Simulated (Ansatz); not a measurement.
Basis sets compared for Ag6Sb⁺. Total charge 1; singlet. Geometry r2SCAN-D4/def2-SVP. Ansatz on 4 threads of Intel Xeon 6975P-C on a shared host; times are rough, and most runs start from earlier orbitals.

```xyz
7

Sb    1.0389    0.3514   -1.9457
Ag   -2.8745    0.9786    1.5037
Ag    3.2532    0.2101   -0.4474
Ag   -0.9258   -0.0483   -0.0691
Ag    1.0695    1.9266    0.2299
Ag   -2.8090   -1.5913    1.1193
Ag    1.2477   -1.8271   -0.3906
```

In the def2 sets Ag, Sb take a core potential, while STO-3G treats all electrons; there is no spin–orbit coupling. Another isomer (singlet) lies 0.02 eV lower at PBE0-D4/def2-TZVP; other spin states weren't run for this one.

STO-3G and 6-31G are all-electron sets without relativity, so their totals don't compare with the def2 sets.

```
           level  functions  energy (Eh)  HOMO (eV)  LUMO (eV)  wall time
       HF/STO-3G        189  -37130.8035      -7.64      -0.66       22 s
 PBE-D4/def2-SVP        212   -1122.0759      -8.84      -6.97      2.8 s
PBE0-D4/def2-SVP        212   -1121.9681      -9.34      -6.17      7.5 s
```

(1) Estimate the rows for HF/def2-TZVP, PBE-D4/def2-TZVP (with forces), PBE0-D4/def2-TZVP.

Answers

(1) 
```tsv
level	functions	energy (Eh)	HOMO (eV)	LUMO (eV)	wall time
HF/def2-TZVP	290	-1115.9203	-10.01	-3.44	10 s
PBE-D4/def2-TZVP (with forces)	290	-1122.3161	-8.84	-6.99	6.5 s
PBE0-D4/def2-TZVP	290	-1122.1974	-9.33	-6.18	12 s
```
